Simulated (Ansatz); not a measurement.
Basis-set extrapolation for CH8O2Si2, SMILES `OC(O)([SiH3])[SiH3]` (PBE0-D4/def2-TZVP geometry, frozen core, the Gaussian-basis code of Ansatz). Multiplicity 1, RHF reference.

```
                      def2-TZVPP   def2-QZVPP
                 HF  -770.182665  -770.209776
    MP2 correlation    -0.909994    -0.979173
CCSD(T) correlation    -0.998022      not run
```

Energies in hartree. Use E(X) = E(∞) + A·exp(−7.88·√X) for Hartree–Fock and E(X) = E(∞) + B·X^(−2.97) for correlation, with X = 3 and 4, and add CCSD(T) minus MP2 of the smaller set to the MP2 limit.

**Question.** What is the CCSD(T) energy at the basis-set limit?

**Answer.** HF limit: -770.209776 + (-0.027111) × 0.13774 = -770.21351. MP2 limit: -0.979173 + (-0.069179) × 0.74074 = -1.03042. Higher-order term: -0.998022 − (-0.909994) = -0.08803. Total: -771.33196 hartree, 94.9 kcal/mol below CCSD(T)/def2-TZVPP.
